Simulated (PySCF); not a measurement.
Structure elucidation problem

Molecular formula: C$_{5}$H$_{12}$FPSi. Simulated spectra:

¹H NMR (500 MHz, computed): δ 5.18 (m, 1H), 1.95 (m, 2H), 1.49 (m, 2H), 1.24 (m, 2H), 1.02 (m, 2H), 0.96 (m, 3H).

¹³C{¹H} NMR (computed): δ 31.2, 17.3, 14.1.

- PBE0/pcSseg-1 with gauge-including orbitals
- GFN2-xTB geometry
- run in PySCF 2.14
- one conformer, one averaged value for each set of equivalent atoms, no solvent model, no relativistic terms

Scale: TMS for ¹H (31.72 ppm), ¹³C (186.93 ppm) (reference shieldings calculated alike).

**Question.** Choose the structure that fits.
A. C[Si](C)(C)C/P=C/F
B. FC1CCP([SiH3])CC1
C. CC(C)/C(F)=P\C[SiH3]
D. CP1CC[SiH](F)CC1

**Answer.** D. 

3 carbon signals for 5 carbons: some carbons are equivalent by symmetry or fast rotation. Carbon types of the structure: 4 × CH2, 1 × CH3, leaving 1 H on heteroatoms. δC 31.2: sp3 CH2 bonded to P. δC 17.3: methyl carbon bonded to P. δH 5.18: hydrogen on a silicon bonded to 2 C, F, in a 6-membered ring. δH 1.95, 1.02: hydrogen on an sp3 CH2 bonded to P. δH 0.96: hydrogen on a methyl carbon bonded to P.

The others: FC1CCP([SiH3])CC1 has carbons computed at 96.2, 35.4, 21.5, with a different DEPT pattern; CC(C)/C(F)=P\C[SiH3] would give 4 carbon signals, not 3; C[Si](C)(C)C/P=C/F would give 3 signals for carbon-bound and other non-exchanging H, not 6.

Splittings by ¹⁹F and ³¹P in the carbon and heteronuclear signals aren't shown, as no couplings were computed. Shifts are as computed. Against solution values, carbons near 30 ppm lie about +3 ppm off and those near 130 ppm about +5 ppm. Of 1211 compounds with measured shifts, 218 miss one by over three times the rms of a fit or turn the order of signals round; such compounds aren't used in these exercises. No couplings were computed; multiplicities are counted from neighbouring protons, with m where these are inequivalent, close in shift, in a saturated or five-membered ring or joined by F or P, and br s for small geminal =CH2 splittings.
